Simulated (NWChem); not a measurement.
System: SnH$_{2}$O$_{2}$ClF; SMILES [OH][Sn]([OH])([F])[Cl]

NWChem input:

```
start job
memory heap 200 mb stack 900 mb global 1100 mb
geometry units angstroms
  O      0.348993     1.927815     0.393716
  Sn    -0.131495     0.111792     0.082522
  O     -1.927618    -0.013569    -0.573911
  F     -0.286070    -0.734212     1.826184
  Cl     1.383287    -0.892752    -1.195139
  H     -0.271503     2.411199     0.945441
  H     -2.446919    -0.722611    -0.187935
end
basis spherical
  * library def2-svp
end
ecp
  Sn library def2-ecp
end
dft
  xc xpbe96 cpbe96
  disp vdw 4
  iterations 150
end
driver
  maxiter 120
end
task dft optimize
dft
  grid fine
  convergence energy 1d-8 density 1d-7
end
task dft freq numerical
```

Excerpt of the output:

```
             Northwest Computational Chemistry Package (NWChem) 7.3.0
             --------------------------------------------------------

 C1  symmetry detected

                             Geometry "geometry" -> ""
                             -------------------------

 Output coordinates in angstroms (scale by  1.889725989 to convert to a.u.)

  No.       Tag          Charge          X              Y              Z
 ---- ---------------- ---------- -------------- -------------- --------------
    1 O                    8.0000     1.84377783     0.75474021     0.04669975
    2 Sn                  50.0000     0.03065319     0.17733770    -0.02283667
    3 O                    8.0000    -0.88019660     0.97379227    -1.50900297
    4 F                    9.0000    -0.87806438     0.99936124     1.48662783
    5 Cl                  17.0000    -0.08977081    -2.04011329     0.04424500
    6 H                    1.0000     1.95524383     1.70875571     0.02421377
    7 H                    1.0000    -1.76786982     1.28377429    -1.31577005

 Effective nuclear repulsion energy (a.u.)     687.8585088797

                                Z-matrix (autoz)
                                --------

 Units are Angstrom for bonds and degrees for angles

      Type          Name      I     J     K     L     M      Value
      ----------- --------  ----- ----- ----- ----- ----- ----------
    1 Stretch                  1     2                       1.90411
    2 Stretch                  1     6                       0.96077
    3 Stretch                  2     3                       1.91642
    4 Stretch                  2     4                       1.94422
    5 Stretch                  2     5                       2.22173
    6 Stretch                  3     7                       0.95989
    7 Bend                     1     2     3               110.78548
    8 Bend                     1     2     4               106.76798
    9 Bend                     1     2     5               110.68104
   10 Bend                     2     1     6               114.25051
   11 Bend                     2     3     7               114.68480
   12 Bend                     3     2     4               101.78375
   13 Bend                     3     2     5               114.35861
   14 Bend                     4     2     5               111.91399
   15 Torsion                  1     2     3     7        -137.57881
   16 Torsion                  3     2     1     6          52.28641
   17 Torsion                  4     2     1     6         -57.74310
   18 Torsion                  4     2     3     7         -24.34972
   19 Torsion                  5     2     1     6        -179.77398
   20 Torsion                  5     2     3     7          96.51105

                           NWChem Geometry Optimization
                           ----------------------------

 maximum gradient threshold         (gmax) =   0.000450
 rms gradient threshold             (grms) =   0.000300
 maximum cartesian step threshold   (xmax) =   0.001800
 rms cartesian step threshold       (xrms) =   0.001200
 fixed trust radius                (trust) =   0.300000
 source of zmatrix                         =   autoz

          -------------------
          Energy Minimization
          -------------------

 Using diagonal initial Hessian
 Scaling for Hessian diagonals: bonds = 1.00  angles = 0.25  torsions = 0.10

          --------
          Step   0

                                 NWChem DFT Module
                                 -----------------

 Summary of "ao basis" -> "ao basis" (spherical)
 ------------------------------------------------------------------------------
       Tag                 Description            Shells   Functions and Types
 ---------------- ------------------------------  ------  ---------------------
 O                          def2-svp                 6       14   3s2p1d
 Sn                         def2-svp                10       26   4s4p2d
 F                          def2-svp                 6       14   3s2p1d
 Cl                         def2-svp                 8       18   4s3p1d
 H                          def2-svp                 3        5   2s1p

            General Information
            -------------------
          SCF calculation type: DFT
          Wavefunction type:  closed shell.
          No. of atoms     :     7
          No. of electrons :    66
           Alpha electrons :    33
            Beta electrons :    33
          Charge           :     0
          Spin multiplicity:     1
          Use of symmetry is: off; symmetry adaption is: off
          Maximum number of iterations: 150
          AO basis - number of functions:    96
                     number of shells:    42
          Convergence on energy requested:  1.00D-06
          Convergence on density requested:  1.00D-05
          Convergence on gradient requested:  5.00D-04

              XC Information
              --------------
          PerdewBurkeErnzerhof Exchange Functional  1.000
            Perdew 1991 LDA Correlation Functional  1.000 local
           PerdewBurkeErnz. Correlation Functional  1.000 non-local

             Grid Information
             ----------------
          Grid used for XC integration:  medium
          Radial quadrature: Mura-Knowles
          Angular quadrature: Lebedev.
          Tag              B.-S. Rad. Rad. Pts. Rad. Cut. Ang. Pts.
          ---              ---------- --------- --------- ---------
          O                   0.60       49          10.0       434
          Sn                  1.45      123           8.0       590
          F                   0.50       49           9.0       434
          Cl                  1.00       88          11.0       590
          H                   0.35       45          11.0       434
          Grid pruning is: on
          Number of quadrature shells:   448
          Spatial weights used:  Erf1

           DFT-D3BJ Model
          s6 scale factor  :        1.000000000000
          s8 scale factor  :        0.787500000000
          a1 parameter     :        0.428900000000
          a2 parameter     :        4.440700000000
              vdW contrib  :       -0.005165355293

      Superposition of Atomic Density Guess
      -------------------------------------

 Sum of atomic energies:        -958.09263933

      Non-variational initial energy
      ------------------------------

 Total energy =    -922.991564
 1-e energy   =   -2094.528945
 2-e energy   =     801.755567
 HOMO         =      -0.450839
 LUMO         =      -0.075049

   convergence    iter        energy       DeltaE   RMS-Dens  Diis-err
 ---------------- ----- ----------------- --------- --------- ---------
 d= 0,ls=0.0,diis     1   -925.1099230186 -1.29D+03  3.17D-02  1.51D+00
 d= 0,ls=0.0,diis     2   -924.5353755147  5.75D-01  2.02D-02  7.51D+00
 d= 0,ls=0.0,diis     3   -925.2821536371 -7.47D-01  4.26D-03  8.50D-02
 d= 0,ls=0.0,diis     4   -925.2828490877 -6.95D-04  2.25D-03  8.35D-02
 d= 0,ls=0.0,diis     5   -925.2913130739 -8.46D-03  7.89D-04  6.72D-03
  Resetting Diis
 d= 0,ls=0.0,diis     6   -925.2919618844 -6.49D-04  2.52D-04  8.35D-04
 d= 0,ls=0.0,diis     7   -925.2920649474 -1.03D-04  5.43D-05  6.48D-06
 d= 0,ls=0.0,diis     8   -925.2920624774  2.47D-06  3.84D-05  3.02D-05
 d= 0,ls=0.0,diis     9   -925.2920655913 -3.11D-06  7.44D-06  7.44D-07
 d= 0,ls=0.0,diis    10   -925.2920656671 -7.57D-08  2.35D-06  5.04D-08

         Total DFT energy =     -925.292065667070
      One electron energy =    -2096.739566029784
           Coulomb energy =      876.077176909611
    Exchange-Corr. energy =      -74.406324687206
 Nuclear repulsion energy =      369.781813495601

    Dispersion correction =       -0.005165355293

 Numeric. integr. density =       65.999999237427

                       DFT Final Molecular Orbital Analysis
                       ------------------------------------

 Vector   31  Occ=2.000000D+00  E=-2.956278D-01
              MO Center= -4.2D-01,  3.8D-01, -4.3D-01, r^2= 4.3D+00
   Bfn.  Coefficient  Atom+Function         Bfn.  Coefficient  Atom+Function
  ----- ------------  ---------------      ----- ------------  ---------------
    46      0.397213  3 O  pz                49      0.283905  3 O  pz
    60     -0.245007  4 F  pz                79      0.210184  5 Cl px
     4      0.192058  1 O  px                58     -0.192884  4 F  px
    63      0.173222  4 F  pz                45     -0.167349  3 O  py
    76      0.163410  5 Cl px                81      0.161170  5 Cl pz

 Vector   32  Occ=2.000000D+00  E=-2.820797D-01
              MO Center=  1.5D+00,  7.3D-01,  9.8D-03, r^2= 1.8D+00
   Bfn.  Coefficient  Atom+Function         Bfn.  Coefficient  Atom+Function
  ----- ------------  ---------------      ----- ------------  ---------------
     6      0.575579  1 O  pz                 9      0.428197  1 O  pz
    45     -0.151436  3 O  py                58      0.148627  4 F  px
    48     -0.112165  3 O  py                61     -0.110411  4 F  px
    34      0.108714  2 Sn d  1               4     -0.096521  1 O  px
    30      0.081758  2 Sn pz                81     -0.079115  5 Cl pz

[...]

      ----------------------
      Optimization converged
      ----------------------

  Step       Energy      Delta E   Gmax     Grms     Xrms     Xmax
  ---- ---------------- -------- -------- -------- -------- --------
@   24    -925.30293552 -5.0D-08  0.00004  0.00001  0.00036  0.00106
                                     ok       ok       ok       ok

                                Z-matrix (autoz)
                                --------

 Units are Angstrom for bonds and degrees for angles

      Type          Name      I     J     K     L     M      Value     Gradient
      ----------- --------  ----- ----- ----- ----- ----- ---------- ----------
    1 Stretch                  1     2                       1.98183   -0.00002
    2 Stretch                  1     6                       0.97952    0.00001
    3 Stretch                  2     3                       1.99034    0.00000
    4 Stretch                  2     4                       1.95203   -0.00000
    5 Stretch                  2     5                       2.33846    0.00004
    6 Stretch                  3     7                       0.97937    0.00000
    7 Bend                     1     2     3               109.26116   -0.00001
    8 Bend                     1     2     4               111.54913   -0.00000
    9 Bend                     1     2     5               108.27162   -0.00000
   10 Bend                     2     1     6               108.00894    0.00001
   11 Bend                     2     3     7               108.55137    0.00000
   12 Bend                     3     2     4               106.12460    0.00000
   13 Bend                     3     2     5               114.87050    0.00000
   14 Bend                     4     2     5               106.78005    0.00000
   15 Torsion                  1     2     3     7        -156.31891   -0.00000
   16 Torsion                  3     2     1     6          34.25990   -0.00000
   17 Torsion                  4     2     1     6         -82.75972   -0.00000
   18 Torsion                  4     2     3     7         -35.91900   -0.00000
   19 Torsion                  5     2     1     6         160.02991   -0.00000
   20 Torsion                  5     2     3     7          81.80772    0.00000

                         Geometry "geometry" -> "geometry"
                         ---------------------------------

 Output coordinates in angstroms (scale by  1.889725989 to convert to a.u.)

  No.       Tag          Charge          X              Y              Z
 ---- ---------------- ---------- -------------- -------------- --------------
    1 O                    8.0000     1.92166510     0.77190650     0.14000695
    2 Sn                  50.0000     0.01038669     0.25646771     0.04527494
    3 O                    8.0000    -0.82757590     1.12965472    -1.53485978
    4 F                    9.0000    -0.98087513     0.88903072     1.60337911
    5 Cl                  17.0000    -0.12112094    -2.07822365     0.06365853
    6 H                    1.0000     2.00346448     1.69256807    -0.18427436
    7 H                    1.0000    -1.79217106     1.19624405    -1.37900873

 Effective nuclear repulsion energy (a.u.)     665.1886661559

                Final and change from initial internal coordinates
                --------------------------------------------------

                                Z-matrix (autoz)
                                --------

 Units are Angstrom for bonds and degrees for angles

[...]

 Rotational Constants
 --------------------
 A=   0.091631 cm-1  (  0.131833 K)
 B=   0.057133 cm-1  (  0.082200 K)
 C=   0.055274 cm-1  (  0.079525 K)

 Temperature                      =   298.15K
 frequency scaling parameter      =   1.0000

 Zero-Point correction to Energy  =   17.631 kcal/mol  (  0.028097 au)
 Thermal correction to Energy     =   22.886 kcal/mol  (  0.036472 au)
 Thermal correction to Enthalpy   =   23.478 kcal/mol  (  0.037415 au)

 Total Entropy                    =   92.823 cal/mol-K
   - Translational                =   41.852 cal/mol-K (mol. weight = 205.8745)
   - Rotational                   =   28.100 cal/mol-K (symmetry #  =        1)
   - Vibrational                  =   22.871 cal/mol-K

 Cv (constant volume heat capacity) =   24.877 cal/mol-K
   - Translational                  =    2.979 cal/mol-K
   - Rotational                     =    2.979 cal/mol-K
   - Vibrational                    =   18.918 cal/mol-K

[normal modes left out]

 ----------------------------------------------------------------------------
 Normal Eigenvalue ||           Projected Infra Red Intensities
  Mode   [cm**-1]  || [atomic units] [(debye/angs)**2] [(KM/mol)] [arbitrary]
 ------ ---------- || -------------- ----------------- ---------- -----------
    1       -0.000 ||    0.000100           0.002         0.098       0.027
    2       -0.000 ||    0.000139           0.003         0.135       0.038
    3        0.000 ||    0.000268           0.006         0.262       0.073
    4        0.000 ||    0.000119           0.003         0.116       0.032
    5        0.000 ||    0.000361           0.008         0.352       0.098
    6        0.000 ||    0.000309           0.007         0.301       0.084
    7       79.632 ||    0.055310           1.276        53.919      15.064
    8       93.710 ||    0.011589           0.267        11.297       3.156
    9      127.271 ||    0.005005           0.115         4.879       1.363
   10      142.513 ||    0.014363           0.331        14.002       3.912
   11      161.894 ||    0.031104           0.718        30.321       8.471
   12      170.731 ||    0.031857           0.735        31.056       8.676
   13      208.710 ||    0.110434           2.548       107.657      30.076
   14      377.838 ||    0.043586           1.006        42.490      11.871
   15      592.611 ||    0.033902           0.782        33.049       9.233
   16      617.028 ||    0.064473           1.487        62.851      17.559
   17      628.050 ||    0.065031           1.500        63.395      17.711
   18      874.192 ||    0.060776           1.402        59.248      16.552
   19      893.785 ||    0.075351           1.738        73.456      20.521
   20     3684.045 ||    0.094054           2.170        91.688      25.615
   21     3687.026 ||    0.072947           1.683        71.112      19.867
 ----------------------------------------------------------------------------
```

Level: PBE-D3(BJ)/def2-SVP with def2 effective core potentials on Sn. def2 effective core potentials on Sn; no spin-orbit coupling.
